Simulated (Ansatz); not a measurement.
`[SiH3]C1B[SiH2]1` and `[SiH3]C1(I)B[SiH2]1` differ in one atom or group.

Ansatz, PBE0-D4/def2-TZVP geometries, multiplicity 1. 

Elements past krypton have def2 core potentials.  Spin–orbit coupling is left out; it splits and shifts lone-pair levels of the heavy atoms by tenths of an eV.

```csv
property,`[SiH3]C1B[SiH2]1`
HOMO energy (PBE0/def2-TZVPP) / eV,-6.86
HOMO–LUMO gap (PBE/def2-TZVPP) / eV,2.91
HOMO energy (PBE/def2-TZVPP) / eV,-5.82
LUMO energy (B3LYP/def2-TZVPP) / eV,-2.12
zero-point energy (PBE0-D4/def2-TZVP) / kJ/mol,182.8
size of the dipole moment (PBE/def2-TZVPP) / D,0.64
```

Give the same properties after the change, and the shifts. (Best estimate.)

Ansatz gave: 
```tsv
property	`[SiH3]C1(I)B[SiH2]1`	shift
HOMO energy (PBE0/def2-TZVPP) / eV	-6.88	-0.02
HOMO–LUMO gap (PBE/def2-TZVPP) / eV	2.41	-0.50
HOMO energy (PBE/def2-TZVPP) / eV	-5.89	-0.07
LUMO energy (B3LYP/def2-TZVPP) / eV	-2.76	-0.64
zero-point energy (PBE0-D4/def2-TZVP) / kJ/mol	158.5	-24.3
size of the dipole moment (PBE/def2-TZVPP) / D	1.14	0.50
```

Dipoles are sizes alone; their direction can turn.

B3LYP here is the variant with VWN-RPA as its local correlation; programs differ in this.
